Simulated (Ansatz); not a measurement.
The pair A = HF (SMILES F) (first 2 atoms), B = Si2H6 (SMILES [SiH3][SiH3]); geometry from B3LYP-D3(BJ)/def2-TZVP.
(charge 0, multiplicity 1):
```json
[
 {"atom": "F", "x (Å)": "1.4596", "y (Å)": "0.3195", "z (Å)": "-0.1744"},
 {"atom": "H", "x (Å)": "1.3435", "y (Å)": "0.2997", "z (Å)": "0.7487"},
 {"atom": "Si", "x (Å)": "-0.4222", "y (Å)": "-0.1706", "z (Å)": "5.2398"},
 {"atom": "Si", "x (Å)": "-0.3931", "y (Å)": "-0.1698", "z (Å)": "2.8962"},
 {"atom": "H", "x (Å)": "-1.7700", "y (Å)": "-0.5576", "z (Å)": "5.7197"},
 {"atom": "H", "x (Å)": "-0.0949", "y (Å)": "1.1824", "z (Å)": "5.7475"},
 {"atom": "H", "x (Å)": "0.5741", "y (Å)": "-1.1389", "z (Å)": "5.7548"},
 {"atom": "H", "x (Å)": "-0.6830", "y (Å)": "-1.5122", "z (Å)": "2.3434"},
 {"atom": "H", "x (Å)": "0.9742", "y (Å)": "0.2204", "z (Å)": "2.4398"},
 {"atom": "H", "x (Å)": "-1.3485", "y (Å)": "0.8125", "z (Å)": "2.3359"}
]
```

Frozen-core correlation. MP2 and its Hartree–Fock in aug-cc-pV(T+d)Z are density fitted.

Programs: Ansatz (a quantum-chemistry and plane-wave program) with Gaussian orbitals. Each number belongs to the level named beside it.

The counterpoise-corrected interaction energy is E(AB) − E(A in the pair's basis) − E(B in the pair's basis). Total energies (hartree):

```json
[
 {"level": "HF/aug-cc-pV(D+d)Z", "AB": "-681.3854474", "A in the pair's basis": "-100.0329846", "B in the pair's basis": "-581.3526525"},
 {"level": "MP2/aug-cc-pV(D+d)Z", "AB": "-681.8349531", "A in the pair's basis": "-100.2565072", "B in the pair's basis": "-581.5767647"},
 {"level": "HF/aug-cc-pV(T+d)Z", "AB": "-681.4366852", "A in the pair's basis": "-100.0603725", "B in the pair's basis": "-581.3764196"},
 {"level": "MP2/aug-cc-pV(T+d)Z", "AB": "-681.9891557", "A in the pair's basis": "-100.3411301", "B in the pair's basis": "-581.6458380"},
 {"level": "CCSD(T)/aug-cc-pV(D+d)Z", "AB": "-681.9034724", "A in the pair's basis": "-100.2644584", "B in the pair's basis": "-581.6372698"}
]
```

Problem. Work out the counterpoise-corrected interaction energy at the basis-set limit: extrapolate the MP2 correlation part as X⁻³, take Hartree–Fock from the larger set, and add the CCSD(T) − MP2 difference of aug-cc-pV(D+d)Z.

Solution. 
1. Differences (1 hartree = 627.509 kcal/mol): HF/aug-cc-pV(D+d)Z 0.119; MP2/aug-cc-pV(D+d)Z -1.055; HF/aug-cc-pV(T+d)Z 0.067; MP2/aug-cc-pV(T+d)Z -1.373; CCSD(T)/aug-cc-pV(D+d)Z -1.095.
2. Correlation parts, MP2 less HF: -1.174 in aug-cc-pV(D+d)Z (X = 2), -1.440 in aug-cc-pV(T+d)Z (X = 3).
3. Limit (3³·(-1.440) − 2³·(-1.174))/(3³ − 2³) = -1.552; with HF/aug-cc-pV(T+d)Z it gives -1.485.
4. CCSD(T) less MP2 in aug-cc-pV(D+d)Z: -0.040.
Result: -1.52 kcal/mol, against -1.05 at MP2/aug-cc-pV(D+d)Z. It is an estimate of this method's limit, not of the exact value.
